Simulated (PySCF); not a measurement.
Si(CCH)(Me)(OH)2 (C3H6O2Si), SMILES O[Si](O)(C)C#C.

The structure is a stationary point at B3LYP-D3(BJ)/def2-SVP. This is a generated structure with no PubChem entry under its InChIKey; it may be hypothetical. The values are those of a single conformer.

Calculation: TDA-PBE/def2-SVPD in PySCF.

Vertical excitations. Isolated molecule, no solvent.

Problem. Give excitation energies, oscillator strengths and character. (An estimate is asked for; the answer gives what the named calculation found.)

Solution. 
| state | energy (eV) | λ (nm) | f | main pairs |
|---|---|---|---|---|
| S1 | 5.98 | 207 | 0.001 | HOMO→LUMO 86 % |
| S2 | 6.17 | 201 | 0.001 | HOMO−1→LUMO 56 %, HOMO→LUMO+1 41 % |
| S3 | 6.21 | 200 | 0.001 | HOMO−1→LUMO+1 87 % |
| S4 | 6.45 | 192 | 0.014 | HOMO−2→LUMO 87 % |
| S5 | 6.52 | 190 | 0.035 | HOMO−2→LUMO+1 63 %, HOMO−1→LUMO+2 11 %, HOMO→LUMO+1 10 % |
| S6 | 6.56 | 189 | 0.003 | HOMO→LUMO+2 81 % |
| S7 | 6.61 | 187 | 0.015 | HOMO−1→LUMO+2 58 %, HOMO−2→LUMO+1 25 % |
| S8 | 6.72 | 185 | 0.011 | HOMO−3→LUMO 82 % |
| S9 | 6.85 | 181 | 0.006 | HOMO−3→LUMO+1 93 % |
| S10 | 7.00 | 177 | 0.038 | HOMO−2→LUMO+2 95 % |
| T1 | 4.94 | 251 | 0 | HOMO−1→LUMO 39 %, HOMO→LUMO+1 36 %, HOMO→LUMO 7 % |
| T2 | 5.36 | 231 | 0 | HOMO→LUMO 44 %, HOMO−1→LUMO+1 34 %, HOMO−1→LUMO 7 % |
| T3 | 5.37 | 231 | 0 | HOMO→LUMO+1 42 %, HOMO−1→LUMO 36 % |
| T4 | 6.00 | 207 | 0 | HOMO−1→LUMO+1 42 %, HOMO→LUMO 41 % |
Triplets are in the Tamm–Dancoff approximation.
